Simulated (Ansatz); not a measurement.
# Cost against result

Saddle point of HfH$_{2}$SF$_{4}$, closed shell (HfF₄ ([F][Hf]([F])([F])[F]) + H₂S → HfHSF₃ ([F][Hf]([F])([F])[SH]) + HF (still joined by a long Hf–F bond); bonds formed: F2–H6; dative contacts that become bonds: Hf1–S7; bonds broken: H6–S7; bonds weakened to dative contacts: Hf1–F2), PBE0-D4/def2-TZVP structure:

```
8
angstrom
Hf -0.6795 -0.3181 -0.3675
F 1.0701 -1.2848 0.5134
F -0.0880 -0.9272 -2.0587
F -1.9240 -1.4653 0.4729
F -1.7482 1.1446 -0.9299
H 1.2824 -0.2722 0.9718
S 0.7261 1.2759 1.2191
H 1.3610 1.8472 0.1789
```

Barriers are electronic and count from the start structure reached by relaxing down the imaginary mode.

Ansatz 0.2.0; basis: as named in each row; cores frozen in the correlated methods. Core potentials replace the inner electrons of the atoms past krypton. B3LYP uses VWN-RPA correlation. Extrapolation: Hartree–Fock as exp(−7.88 √X), correlation as X^−2.97.

Times are rough, for one single point on 8 threads of a shared host (Arm Neoverse V2).

The estimate by CCSD(T) at an estimated basis limit (MP2 extrapolated from triple and quadruple zeta, plus CCSD(T) − MP2 in triple zeta) is 1.070 eV.

| method | basis | time (s) | barrier (eV) | method less estimate |
| --- | --- | --- | --- | --- |
| SPW92 | def2-SVP | under 1 | 0.569 | -0.501 |
| PBE-D4 | def2-SVP | under 1 | 0.808 | -0.262 |
| SPW92 | def2-TZVPP | under 1 | 0.606 | -0.464 |
| PBE0-D4 | def2-SVP | under 1 | 0.916 | -0.154 |
| PBE-D4 | def2-TZVPP | 1 | 0.833 | -0.237 |
| BLYP-D4 | def2-TZVPP | 1 | 0.996 | -0.074 |
| BHLYP-D4 | def2-TZVPP | 2 | 1.171 | 0.101 |
| B3LYP-D4 | def2-TZVPP | 2 | 1.052 | -0.018 |
| CAM-B3LYP-D4 | def2-TZVPP | 2 | 1.072 | 0.002 |
| PBE0-D4 | def2-TZVPP | 2 | 0.926 | -0.144 |
| r2SCAN-D4 | def2-TZVPP | 3 | 0.908 | -0.162 |
| r2SCAN0-D4 | def2-TZVPP | 3 | 0.971 | -0.099 |
| B2PLYP | def2-TZVPP | 3 | 1.050 | -0.020 |
| PBE-QIDH | def2-TZVPP | 3 | 0.984 | -0.086 |
| wB97M-V | def2-SVP | 4 | 1.018 | -0.052 |
| RPA on PBE | def2-TZVPP | 4 | 1.040 | -0.030 |
| wB97X-V | def2-TZVPP | 5 | 1.077 | 0.007 |
| B97M-V | def2-TZVPP | 6 | 1.059 | -0.011 |
| wB97M-V | def2-TZVPP | 6 | 1.043 | -0.027 |
| CCSD(T) | def2-SVP | 8 | 1.195 | 0.125 |
| MP2 | def2-QZVPP | 9 | 0.995 | -0.075 |
| CCSD(T) | def2-TZVPP | 200 | 1.038 | -0.032 |

All methods are single points on the PBE0-D4 structures.

The T1 diagnostic stays at or below 0.017.

Exchanges of this kind with a chalcogen hydride build sulfide and selenide films.

Labels in which every atom is bracketed show which atoms are joined, not bond orders.
